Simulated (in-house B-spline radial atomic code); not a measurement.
Stripping technetium of all its electrons. The total binding energy is the sum of the 43 successive ionisation energies. Configuration: [Kr] (4d3/2)4 (4d5/2)1 5s2. All numbers are computed (Dirac-Hartree-Fock, average of the jj configuration; Fermi nucleus of rms radius 4.41117 fm) with an all-electron radial atomic-structure program (B-spline basis), not measured.

Dirac-Coulomb total energy: -4284.1478 hartree. First-order corrections (hartree): Breit 2.613, self-energy 1.965, vacuum polarisation -0.2249, recoil 0.017.

Q: What total binding energy follows, and how does it compare with the sum of NIST's ionisation energies?

A: 116459 eV from the corrected total, against 116488 ± 47 eV from NIST's table (measured, semi-empirical and theoretical entries, uncertainties added in quadrature). The difference, +29 eV, is within about twice the table's uncertainty, so it can't show the correlation energy.

Q: What share of the binding belongs to the last two electrons?

A: 44 % by NIST's values (50791.6 eV).
